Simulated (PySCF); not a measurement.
Species: BGeH7O2Si.
Atom-mapped SMILES: `[OH:1][B:2]([OH:3])[SiH2:4][GeH3:5]` (hydrogens: H6 on O1; H7 on O3; H8, H9 on Si4; H10, H11, H12 on Ge5)

Method used: PBE0-D3(BJ)/def2-SVP geometry optimisation, gas phase in PySCF 2.14.0.

Entries marked ? are missing. Bonds in one row agree within 0.01 Å.

```tsv
coordinate	value
O1–B2, B2–O3	?
B2–Si4	?
Si4–Ge5	?
O1–H6, O3–H7	0.965 Å
Si4–H8, Si4–H9	1.499 Å
Ge5–H10, Ge5–H11, Ge5–H12	1.542 Å
B2–O1–H6	115.9°
O1–B2–O3	?
O1–B2–Si4	116.8°
O3–B2–Si4	118.8°
B2–Si4–Ge5	110.1°
B2–Si4–H8	?
Ge5–Si4–H8	108.8°
H8–Si4–H9	?
Si4–Ge5–H10	110.6°
H10–Ge5–H11	107.7°
```

Q: Fill in the missing values.

A: 
- O1–B2, B2–O3 = 1.360 Å, drawn single (boron-bound oxygen to three-coordinate boron); 0.14 Å below the sum of covalent radii, 1.50 Å.
- B2–Si4 = 2.036 Å, drawn single (three-coordinate boron to SiH2 silicon); 0.09 Å above the sum of covalent radii, 1.95 Å.
- Si4–Ge5 = 2.381 Å, drawn single (ends: SiH2 silicon; germanium bonded to Si and 3 H); 0.07 Å above the sum of covalent radii, 2.31 Å.
- O1–B2–O3 = 124.3°, at the three-coordinate boron; the outer atoms are 2.406 Å apart.
- B2–Si4–H8 = 110.9°, at the SiH2 silicon; the outer atoms are 2.928 Å apart.
- H8–Si4–H9 = 107.0°, at the SiH2 silicon; the outer atoms are 2.411 Å apart.

Radii are Cordero's.

Not checked by PBE0-D3(BJ)/def2-SVP frequencies. The numbers are those of one conformer (H–O1–B2–O3 0°, O1–B2–O3–H 0°, O1–B2–Si4–Ge5 -2°).

The run took 2.1 min on Arm Neoverse N1, one thread, shared host with 64 logical CPUs at a one-minute load of 57, and the process peaked at 0.53 GiB of memory. These figures are those of the optimisation.
